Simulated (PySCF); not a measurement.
Species: C4H9PSe.
Atom-mapped SMILES: `[CH3:1]/[CH:2]=[CH:3]/[P@@H:4]([CH3:5])=[Se:6]` (hydrogens: H7, H8, H9 on C1; H10 on C2; H11 on C3; H12 on P4; H13, H14, H15 on C5)

Computed with PBE0-D3(BJ)/def2-SVP geometry optimisation, gas phase in PySCF.

Question: List the bond lengths, angles and torsions at this level.

Answer: 
```tsv
bond	length (Å)	order
C1–C2	1.488	single
C2=C3	1.337	double
C3–P4	1.807	single
P4–C5	1.823	single
P4=Se6	2.097	double
C1–H7, C1–H8, C1–H9	1.102	single
C2–H10	1.100	single
C3–H11	1.098	single
P4–H12	1.426	single
C5–H13, C5–H14, C5–H15	1.100	single
```

Bonds in one row agree within 0.01 Å and their mean is given. Orders are formal, as drawn. A selection of angles:
```tsv
angle	degrees
C2–C1–H7	112.5
C2–C1–H8	110.4
H7–C1–H8	108.6
H8–C1–H9	106.2
C1–C2–C3	125.7
C1–C2–H10	117.4
C3–C2–H10	116.9
C2–C3–P4	121.6
C2–C3–H11	121.5
P4–C3–H11	116.9
C3–P4–C5	104.8
C3–P4–Se6	116.4
C3–P4–H12	102.3
C5–P4–Se6	115.0
C5–P4–H12	101.4
Se6–P4–H12	115.1
P4–C5–H13	111.1
P4–C5–H14	108.5
H13–C5–H14	109.9
```

Torsions: C1–C2–C3–P4 180° (antiperiplanar); C2–C3–P4–C5 -129° (anticlinal).

P4 (phosphorus bonded to 2 C, Se and H) is distorted tetrahedral (angles from 101.4° to 116.4°). Of the pairs four or more bonds apart, Se6···H10 is among the closest relative to their van der Waals radii: 2.87 Å, 93 % of the sum of Bondi's values. The C–C distances run from 1.337 Å (C2=C3, drawn double) to 1.488 Å (C1–C2, drawn single), a spread of 0.151 Å.

Point group: C1 (no symmetry element, even within 0.4 Å). Whether it is a minimum is left open (no frequencies). One conformer, not necessarily the lowest.

The run took 74 s wall on one thread of an AMD EPYC 9R14 (shared host), and the process peaked at 0.60 GiB of memory. That covers the optimisation of the geometry.
